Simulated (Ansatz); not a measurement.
Job for Ansatz (an electronic-structure program): R-PBE/def2-TZVPPD on H4IP (a complex), monomers drawn apart or pushed together. Elements past Kr take the def2 small-core potentials; no spin–orbit coupling. Files ending in .json are basis or fitting sets from the Basis Set Exchange.

Ansatz 0.2 input:
```yaml
crystal:
  periodic: [false, false, false]
  atoms:
    - {symbol: P, position_ang: [-0.49586256, -0.55325308, 0.41387255]}
    - {symbol: H, position_ang: [-1.84810845, -0.66957907, 0.01012929]}
    - {symbol: H, position_ang: [-0.16150490, 0.39960014, -0.57888956]}
    - {symbol: H, position_ang: [-0.05445446, -1.66632094, -0.34205956]}
    - {symbol: I, position_ang: [0.64723922, 0.02076649, 4.83076365]}
    - {symbol: H, position_ang: [0.24640133, -0.18358528, 3.26337781]}
basis:
  gaussian:
    orbitals: def2-TZVPPD.json
hamiltonian:
  xc: {name: PBE}
scf: {lower_state_search: off}
```

Give the final energy of this run.

-641.2790 hartree.
